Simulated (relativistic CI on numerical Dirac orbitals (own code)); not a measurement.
# Co⁺ in a cubic cluster: 3s photoemission with charge transfer

Computed with a charge-transfer multiplet model of a cubic metal-ligand cluster with up to 2 ligand holes, Slater and spin-orbit integrals from Dirac-Coulomb-Breit ions, Slater integrals scaled by 0.9. The ground state mixes d8 with configurations of k ligand holes L, whose averages lie at kΔ + k(k − 1)U_dd/2; a core hole lowers each added d electron by U_cd. 20 K, Lorentzian 1.4 eV and Gaussian 0.8 eV FWHM.

Atomic integrals in eV (Slater integrals scaled, ζ unscaled), ground: F2dd 9.320, F4dd 5.741, zeta_d 0.056; with the core hole: F2dd 10.532, F4dd 6.543, zeta_d 0.065, G2cd 10.965.

Cluster parameters (eV): Δ = 6.3, U_cd = 7.3, 10Dq = 1.15, 10Dq(ligand) = 0.9, V(eg) = 1.7, V(t2g) = -0.89, final-state hopping factor = 0.8.

```tsv
Case	n_d	d8	d9L	d10L2	S
U_dd = 4.4 eV	8.08	0.92	0.08	0.00	1.00
U_dd = 5.8 eV	8.08	0.92	0.08	0.00	1.00
U_dd = 6.5 eV	8.08	0.92	0.08	0.00	1.00
U_dd = 7.2 eV	8.08	0.92	0.08	0.00	1.00
U_dd = 8.6 eV	8.08	0.92	0.08	0.00	1.00
```

Weights, n_d and S are thermal averages at 20 K. Binding energies count from the first peak over 30 % of the highest in each spectrum, which can be another peak from case to case. The parameters are a model scan and need not match a compound or its usual spin state. Peaks in eV (height, largest 100):
- U_dd = 4.4 eV: 0.0 (100), 3.5 (26), 5.5 (23), 7.8 (29), 9.9 (13)
- U_dd = 5.8 eV: 0.0 (100), 3.7 (24), 5.7 (27), 8.4 (27)
- U_dd = 6.5 eV: 0.0 (100), 3.8 (24), 5.7 (28), 8.7 (27)
- U_dd = 7.2 eV: 0.0 (100), 3.8 (23), 5.8 (29), 8.8 (26)
- U_dd = 8.6 eV: 0.0 (100), 3.9 (23), 5.8 (30), 9.0 (25)

Curve for U_dd = 4.4 eV (points under 2 left out, the grid thinned):

E (eV), Intensity and a bar:
```
     -3.7        4.7 #
     -3.3        5.9 #
     -3.0        7.0 ##
     -2.6        9.2 ##
     -2.2       12.6 ###
     -1.8       18.2 #####
     -1.5       25.2 #######
     -1.1       41.1 ############
     -0.7       66.8 ####################
     -0.4       88.1 ##########################
      0.0      100.0 ##############################
      0.4       82.8 #########################
      0.7       61.7 ##################
      1.1       39.6 ###########
      1.5       28.0 ########
      1.9       23.8 #######
      2.2       23.3 #######
      2.6       23.8 #######
      3.0       24.5 #######
      3.3       25.4 #######
      3.7       25.4 #######
      4.1       22.7 ######
      4.5       20.0 #####
      4.8       20.0 ######
      5.2       22.1 ######
      5.6       22.8 ######
      5.9       20.9 ######
      6.3       17.8 #####
      6.7       17.6 #####
      7.0       20.1 ######
      7.4       25.8 #######
      7.8       28.8 ########
      8.2       24.9 #######
      8.5       19.6 #####
      8.9       14.2 ####
      9.3       12.1 ###
      9.6       12.2 ###
     10.0       12.5 ###
     10.4       10.9 ###
     10.7        8.7 ##
     11.1        5.9 #
     11.5        4.1 #
     11.9        3.1 
     12.2        2.5 
     12.6        2.1
```

For the case U_dd = 6.5 eV, Δ = 6.3 eV is smaller than U_dd = 6.5 eV, the charge-transfer side of the Zaanen-Sawatzky-Allen scheme. With the core hole the average of the configuration with one ligand hole lies at Δ − U_cd = -1.0 eV before mixing: the effective hopping of about 1.9 eV (from the holes of the mixed ground state) is comparable with this gap or larger, so the configurations mix strongly.

Without intra-shell correlation the exchange splitting of the 3s hole comes out too large.
